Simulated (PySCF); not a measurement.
Two species compared at the same levels of theory.

First species: C₃H₁₀OSSi₂.
SMILES: `C([SiH3])S[SiH2]OC=C`

Second species: C₃H₁₀OSSi₂.
Z-matrix (Å and degrees, GFN2-xTB geometry), rows numbered from 1:
```
O 
S   1  1.4618
C   2  1.8128  1  105.80
C   3  1.3242  2  122.06  1   170.68
C   4  1.4778  3  124.75  2     3.37
Si  5  1.9141  4  109.23  3   110.51
Si  5  1.9131  4  109.94  3  -124.34
H   2  1.4288  1  104.58  3   -95.49
H   3  1.0781  2  113.08  1    -5.42
H   4  1.0840  3  119.18  2  -178.14
H   5  1.0937  4  108.79  3    -6.40
H   6  1.4620  5  108.65  4  -177.12
H   6  1.4633  5  109.50  4    62.10
H   6  1.4655  5  108.52  4   -57.31
H   7  1.4641  5  109.11  4   -61.02
H   7  1.4636  5  108.71  4    58.51
H   7  1.4623  5  108.59  4   178.82
```

Levels: CAM-B3LYP/def2-SVPD for dipole moment, HOMO energy, LUMO energy, HOMO–LUMO gap, static isotropic polarisability and electronic spatial extent ⟨r²⟩ about the centre of nuclear charge; TDDFT CAM-B3LYP/def2-SVPD for lowest singlet excitation; TDA CAM-B3LYP/def2-SVPD for lowest triplet excitation (Tamm–Dancoff); GFN2-xTB for rotational constant A and rotational constant C. Geometries: GFN2-xTB. All species are isolated and taken at one optimised geometry, non-relativistic unless stated. Electronic properties by PySCF.

The conformers computed, where there is a choice (atom-mapped SMILES and torsion angles):
- `[CH2:1]=[CH:2][O:3][SiH2:4][S:5][CH2:6][SiH3:7]`: C1–C2–O3–Si4 0°, C2–O3–Si4–S5 60°, O3–Si4–S5–C6 171°, Si4–S5–C6–Si7 90°
- `[O:1]=[SH:2]/[CH:3]=[CH:4]\[CH:5]([SiH3:6])[SiH3:7]`: O1–S2–C3–C4 171°, C3–C4–C5–Si6 111°

Values for the first species:

| Quantity | Value |
| --- | --- |
| Dipole moment | 1.15 D |
| HOMO energy | -8.07 eV |
| LUMO energy | 0.54 eV |
| HOMO–LUMO gap | 8.61 eV |
| Lowest singlet excitation | 5.17 eV |
| Lowest triplet excitation (Tamm–Dancoff) | 4.41 eV |
| Static isotropic polarisability | 111.9 au |
| Electronic spatial extent ⟨r²⟩ about the centre of nuclear charge | 1882 bohr² |
| Rotational constant A | 3.024 GHz |
| Rotational constant C | 0.635 GHz |

**Question.** Estimate the same properties for the second species, and the change in each.

**Answer.** 
```json
{"property": "dipole moment", "first": "1.15 D", "second": "4.37 D", "second less first": "+3.22 D"}
{"property": "HOMO energy", "first": "-8.07 eV", "second": "-8.24 eV", "second less first": "-0.17 eV"}
{"property": "LUMO energy", "first": "0.54 eV", "second": "0.06 eV", "second less first": "-0.48 eV"}
{"property": "HOMO–LUMO gap", "first": "8.61 eV", "second": "8.30 eV", "second less first": "-0.31 eV"}
{"property": "lowest singlet excitation", "first": "5.17 eV", "second": "5.06 eV", "second less first": "-0.11 eV"}
{"property": "lowest triplet excitation (Tamm–Dancoff)", "first": "4.41 eV", "second": "3.94 eV", "second less first": "-0.47 eV"}
{"property": "static isotropic polarisability", "first": "111.9 au", "second": "116.7 au", "second less first": "+4.8 au"}
{"property": "electronic spatial extent ⟨r²⟩ about the centre of nuclear charge", "first": "1882 bohr²", "second": "1877 bohr²", "second less first": "-5 bohr²"}
{"property": "rotational constant A", "first": "3.024 GHz", "second": "2.263 GHz", "second less first": "-0.761 GHz"}
{"property": "rotational constant C", "first": "0.635 GHz", "second": "0.615 GHz", "second less first": "-0.020 GHz"}
```

On the first: The principal polarisabilities are 95.3, 107.4 and 133.1 au; their mean is the isotropic value. The 8 singlets span 5.17 to 7.18 eV, and their oscillator strengths add up to 0.24.

On the second: No computed singlet falls in the visible range (750 to 380 nm, 1.65 to 3.26 eV); S1 lies 1.80 eV above its blue end.
